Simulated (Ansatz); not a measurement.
Relaxation of CH₆AlO₂PSi (12 atoms, charge 0, multiplicity 1), to a largest force component of 0.015 eV/Å in at most 40 steps.

Level of theory: RKS B3LYP/def2-SVP in Ansatz.

```xyz
12
Properties=species:S:1:pos:R:3:forces:R:3
P -2.209 -0.857 1.520 -0.76 0.86 -0.52
Al -0.683 0.731 0.766 -1.07 -0.23 -1.19
C 1.177 0.205 0.847 2.17 0.83 1.47
O 1.878 0.448 -0.394 -2.72 0.10 -1.45
Si 0.537 0.546 -1.589 0.96 1.44 0.91
O -0.829 1.380 -0.915 1.71 -1.46 1.04
H -3.267 0.140 1.646 0.22 -0.54 0.16
H -1.764 -0.789 2.845 0.05 0.06 0.73
H 1.295 -0.855 1.165 -0.09 0.08 -0.01
H 1.727 0.813 1.656 -0.50 -0.75 -0.66
H 0.135 -0.797 -1.987 -0.16 -0.61 -0.04
H 1.045 1.310 -2.720 0.21 0.23 -0.43
```

Q: Where does it end, and by what steps?

A: The forces met the threshold. The force dipped under the threshold on the way, but the program's further checks kept it going. After 14 steps the energy has fallen by 1.138 eV; H11 moved furthest, 1.16 Å.

| step | energy less start (eV) | largest force component (eV/Å) | accepted |
| --- | --- | --- | --- |
| 0 | 0.0000 | 2.723 | yes |
| 1 | -0.5918 | 1.544 | yes |
| 2 | -0.8398 | 0.420 | yes |
| 3 | -0.9374 | 0.260 | yes |
| 4 | -1.0164 | 0.267 | yes |
| 5 | -1.0829 | 0.164 | yes |
| 6 | -1.1191 | 0.225 | yes |
| 7 | -1.1097 | 0.513 | no |
| 8 | -1.1306 | 0.140 | yes |
| 9 | -1.1361 | 0.024 | yes |
| 10 | -1.1371 | 0.013 | yes |
| 11 | -1.1374 | 0.021 | yes |
| 12 | -1.1375 | 0.016 | yes |
| 13 | -1.1376 | 0.004 | yes |
| 14 | -1.1376 | 0.010 | yes |

```xyz
12
Properties=species:S:1:pos:R:3
P -2.556 -0.689 2.011
Al -0.726 -0.085 0.695
C 1.269 0.010 0.855
O 1.715 0.374 -0.464
Si 0.610 0.580 -1.713
O -0.871 0.308 -0.989
H -3.308 0.453 1.590
H -2.028 -0.048 3.177
H 1.744 -0.945 1.152
H 1.631 0.761 1.583
H 0.863 -0.408 -2.797
H 0.699 1.962 -2.255
```

Whether the end is a true minimum wasn't checked by a vibrational analysis.

Time of the run: 120 s on 2 threads of Arm Neoverse N1, on a shared host, peak memory 0.32 GiB.
